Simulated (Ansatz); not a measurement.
`N[SiH]([SiH3])Cl` + F• → `N[Si]([SiH3])Cl`• + H–F at 700 K and 1 bar (hydrogen abstraction from the Si–H bond).

Program: Ansatz. Geometries: PBE0-D4/def2-TZVP. ΔE: electronic, gas phase. CCSD(T)/CBS adds triple-zeta CCSD(T) − MP2 to the extrapolated MP2 energy (def2 sets, frozen cores). This one scheme is used for every species, atoms too. Open shells (•) are unrestricted, without spin–orbit coupling. Spin–orbit coupling would lower the free atoms: a little for F. Each species was taken in one conformer, which may not be the lowest.

| species | CCSD(T)/CBS energy (Eh) | H − E (kJ/mol) | S (J/(mol·K)) |
| --- | --- | --- | --- |
| `N[SiH]([SiH3])Cl` | -1096.32520 | 243.5 | 478.7 |
| F• | -99.66871 | 14.6 | 178.2 |
| `N[Si]([SiH3])Cl`• | -1095.67341 | 214.9 | 480.4 |
| H–F | -100.39570 | 45.2 | 198.5 |

H − E and S are ideal-gas, rigid-rotor, harmonic terms from PBE0-D4/def2-TZVP, for one conformer and one mirror image of each species, with the whole ground term of open shells counted as degenerate. 1 Eh = 2625.50 kJ/mol, R = 8.31446 J/(mol·K).

Q: By hand: ΔE, ΔH, ΔS and ΔG.

A: ΔE = (-1095.67341) + (-100.39570) − (-1096.32520) − (-99.66871) = -0.07520 Eh = -197.4 kJ/mol. Δ(H − E) = 214.9 + 45.2 − 243.5 − 14.6 = 2.0, so ΔH = -195.4 kJ/mol. ΔS = 480.4 + 198.5 − 478.7 − 178.2 = 22.0 J/(mol·K). ΔG = -195.4 − 700 × (22.0)/1000 = -210.8 kJ/mol.

Q: By hand: the equilibrium constant, and the temperature at which ΔG would vanish if ΔH and ΔS stayed fixed.

A: log₁₀ K = −ΔG/(RT ln 10) = 15.7. ΔH and −TΔS have one sign here, so there is no such temperature.

ΔH outweighs TΔS. A doubt of 5 kJ/mol in ΔE shifts log₁₀ K by 0.4 here. Other conformers and mirror images would add mixing entropy, several J/(mol·K) or more a flexible species. These are equilibria of isolated gas molecules and say nothing of rates. Largest T1 diagnostic: 0.015 (customary marks: 0.02 for closed shells, 0.045 for open ones).
